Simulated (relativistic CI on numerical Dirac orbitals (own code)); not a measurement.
Slater and spin-orbit integrals, I³³⁺

Computed by Dirac-Coulomb-Breit CI, KLI orbitals optimised for each configuration, model QED (radiative potential, 1s self-energy scaled to tabulated hydrogen-like ionisation energies), unscaled Slater integrals (own radial code, finite nucleus).

Slater integrals F^k, G^k are unscaled and averaged over j, outside the closed core [Ne]; ζ comes from projecting the Hamiltonian with its Breit term on Σ l·s of the shell.

- 3s2 3p6 3d2: F^2(3d,3d) = 402730, F^4(3d,3d) = 260060, ζ(3d) = 48067 cm⁻¹; <r>(3d) = 0.2536, <r^2>(3d) = 0.07458 (bohr units).
- 3s2 3p5 3d3: ζ(3p) = 363000, F^2(3d,3d) = 401880, F^4(3d,3d) = 259490, F^2(3p,3d) = 349330, G^1(3p,3d) = 374210, G^3(3p,3d) = 249540, ζ(3d) = 47473 cm⁻¹; <r>(3p) = 0.2846, <r^2>(3p) = 0.09352, <r>(3d) = 0.2541, <r^2>(3d) = 0.07487 (bohr units).
- 3s 3p6 3d3: F^2(3d,3d) = 401520, F^4(3d,3d) = 259250, G^2(3s,3d) = 281580, ζ(3d) = 47780 cm⁻¹; <r>(3s) = 0.2916, <r^2>(3s) = 0.0969, <r>(3d) = 0.2543, <r^2>(3d) = 0.075 (bohr units).

Question: Give the Racah parameters of the d shell in 3s2 3p6 3d2.

Answer: B = F²/49 − 5F⁴/441 = 5270 cm⁻¹ and C = 35F⁴/441 = 20639 cm⁻¹.

Averages of the first 10 configurations, taken without configuration mixing, which lowers the lowest level and can move excited configurations by several eV; other configurations of the list can lie among them:

```
 Configuration  Parity  States  Average energy above the lowest level (eV)
   3s2 3p6 3d2    even      45                                        22.6
   3s2 3p5 3d3     odd     720                                       237.8
    3s 3p6 3d3    even     240                                       417.1
 3s2 3p6 3d 4s    even      20                                       861.3
 3s2 3p6 3d 4p     odd      60                                       927.1
 3s2 3p6 3d 4d    even     100                                      1012.3
3s2 3p5 3d2 4s     odd     540                                      1069.5
 3s2 3p6 3d 4f     odd     140                                      1083.9
3s2 3p5 3d2 4p    even    1620                                      1135.5
3s2 3p5 3d2 4d     odd    2700                                      1220.3
```
